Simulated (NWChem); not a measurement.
Species: C$_{4}$H$_{3}$F; SMILES C(C(=C)F)#C

Program: NWChem. Pople sets run with spherical d functions. All runs use the structure optimised with PBE-D3(BJ)/def2-SVP. B3LYP is NWChem's, with the RPA form of VWN correlation. Level: B3LYP/6-31G* with COSMO at NWChem's default radii, gas-phase geometry; the question gives the dielectric constant.

Question: Predict the results for dielectric constant 2.4. Quantities: electrostatic solvation energy (kcal/mol); dipole in solution (D).

Answer: The electrostatic solvation energy (kcal/mol) is -1.7 and the dipole in solution (D) comes out as 1.62.
